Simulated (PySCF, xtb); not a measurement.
PbBr, SMILES [Br][Pb+] (connectivity only; charge and spin as stated), charge +1, multiplicity 1.

xtb with GFN2-xTB at its own geometry gives an orbital gap of 3.00 eV.

Geometry: B3LYP-D3(BJ)/def2-TZVP. The multiplicity is an assumed one; other spin states were not compared. The def2 effective core potentials stand for the cores of Pb; spin–orbit coupling is left out.

### Question
What does PySCF with B3LYP/def2-TZVPD give? (An estimate is asked for; the answer gives what the named calculation found.)

### Answer
gap 4.63 eV (levels -13.65 and -9.02 eV).
